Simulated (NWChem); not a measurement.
# CH6MgSi; SMILES [SiH3][Mg][CH3]

Computed with NWChem. Structure relaxed at the B3LYP/6-31G* (spherical d) level.

Task: Taking B3LYP/pcseg-2 as the yardstick, which of these has the fewest basis functions while keeping “highest occupied level (eV)” within 0.1 eV of it: B3LYP/pcseg-1; B3LYP/aug-pcseg-1; B3LYP/STO-3G; B3LYP/def2-SVP?

Result: B3LYP/pcseg-1.
```tsv
level	basis functions	highest occupied level (eV)
B3LYP/STO-3G	29	-3.25
B3LYP/pcseg-1	72	-6.40
B3LYP/def2-SVP	80	-6.33
B3LYP/aug-pcseg-1	118	-6.40
B3LYP/pcseg-2	167	-6.37
```

The yardstick is one finite set, not the basis-set limit.
